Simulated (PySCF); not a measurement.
C5H13GeNO3.
Geometry (PBE0-D3(BJ)/def2-SVP, Å), atoms numbered from 1 in this order:
```xyz
23
C5H13GeNO3 angstrom
C      4.344   -0.095   -0.295
O      3.551    0.107   -1.422
Ge     1.854    0.644   -1.226
O      1.278   -0.778   -0.257
C      0.054   -0.901    0.343
C     -0.908    0.193   -0.105
O     -0.482    1.045   -0.883
N     -2.174    0.208    0.360
C     -2.721   -0.798    1.235
C     -3.088    1.230   -0.096
H      4.014   -0.966    0.302
H      4.359    0.784    0.385
H      5.385   -0.278   -0.613
H      1.403    0.692   -2.684
H      1.943    1.931   -0.384
H     -0.399   -1.885    0.103
H      0.134   -0.857    1.450
H     -3.448   -1.437    0.705
H     -3.243   -0.319    2.079
H     -1.936   -1.440    1.650
H     -3.917    0.785   -0.672
H     -3.513    1.775    0.762
H     -2.539    1.930   -0.737
```

Method: PBE0-D3(BJ)/def2-SVP geometry optimisation, gas phase in PySCF.

Masses are those of the commonest isotopes; rigid-rotor values at the optimised geometry. The values belong to one conformer with, in the numbering `[CH3:1][O:2][GeH2:3][O:4][CH2:5][C:6](=[O:7])[N:8]([CH3:9])[CH3:10]`, C1–O2–Ge3–O4 -60°, O2–Ge3–O4–C5 173°, Ge3–O4–C5–C6 11°, O4–C5–C6–O7 -2°, C5–C6–N8–C9 -3°.

**Question.** What are A, B and C (MHz)?

**Answer.** Ia = 178.85, Ib = 1105.57, Ic = 1242.35 u·Å²; 505379 MHz·u·Å²/I gives A = 2826, B = 457.1, C = 406.8 MHz.

**Question.** What kind of rotor is it?

**Answer.** A near-prolate asymmetric top; Ray's κ = -0.958.

**Question.** What does the inertial defect say?

**Answer.** Not planar: Δ = Ic − Ia − Ib = -42.08 u·Å². For a rigid frame Δ = −2 Σ m c², so Σ m c² = 21.04 u·Å² lies off the ab plane: 11.93 from hydrogen and 9.11 from heavier atoms. The atom farthest from that plane is 1.71 Å away.

**Question.** Where do the levels up to J = 3 lie, in K?

**Answer.** Above 0(0,0), as E/k:
J = 1: 1(0,1) 0.041, 1(1,1) 0.155, 1(1,0) 0.158
J = 2: 2(0,2) 0.124, 2(1,2) 0.236, 2(1,1) 0.243, 2(2,1) 0.584, 2(2,0) 0.584
J = 3: 3(0,3) 0.249, 3(1,3) 0.356, 3(1,2) 0.371, 3(2,2) 0.708, 3(2,1) 0.708, 3(3,1) 1.283, 3(3,0) 1.283
Those of J = 1 are B + C, A + C and A + B.

**Question.** Which lines would a microwave search look for?

**Answer.** The dipole components are |μa| = 6.72 D, |μb| = 1.54 D, |μc| = 1.10 D. Intensities carry the squares of the components, which stand as 1.00 : 0.05 : 0.03 (a : b : c). Some lines, for components of 0.1 D or more:

| type | branch | J(Ka,Kc) | MHz | lower level (cm⁻¹) |
| --- | --- | --- | --- | --- |
| a | Q | 3(1,2) ← 3(1,3) | 302 | 0.248 |
| a | R | 2(1,1) ← 1(1,0) | 1778 | 0.110 |
| a | R | 3(1,3) ← 2(1,2) | 2516 | 0.164 |
| a | R | 3(2,1) ← 2(2,0) | 2595 | 0.406 |
| a | R | 3(1,2) ← 2(1,1) | 2667 | 0.169 |
| c | R | 1(1,0) ← 0(0,0) | 3283 | 0.000 |
| a | R | 4(2,2) ← 3(2,1) | 3463 | 0.492 |
| b | R | 3(1,3) ← 2(0,2) | 4835 | 0.086 |
| c | Q | 4(2,3) ← 4(1,3) | 6931 | 0.376 |
| c | R | 3(2,2) ← 2(1,2) | 9848 | 0.164 |
| b | R | 4(2,3) ← 3(1,2) | 10486 | 0.258 |
| c | R | 4(2,3) ← 3(1,3) | 10788 | 0.248 |
| c | Q | 4(3,2) ← 4(2,2) | 11959 | 0.608 |
| b | Q | 4(3,2) ← 4(2,3) | 11971 | 0.608 |
| c | R | 3(3,0) ← 2(2,0) | 14560 | 0.406 |
| c | R | 3(3,1) ← 2(2,1) | 14561 | 0.406 |
| b | R | 3(3,0) ← 2(2,1) | 14561 | 0.406 |
| c | R | 4(4,1) ← 3(3,1) | 20212 | 0.892 |

Stationary, but not proved a minimum. These are rigid-rotor constants of the computed structure; measured ground-state constants (B0) also hold zero-point vibration. A rigid rotor knows nothing of internal rotation, which can split or shift real lines. Quadrupole hyperfine structure (14N) is left out.

Hardware: one thread of an AMD EPYC 9R45, no GPU, shared host with 96 logical CPUs at a one-minute load of 46. Cost: 7.2 min wall, 1.0 GiB resident at most. That covers the optimisation of the geometry.
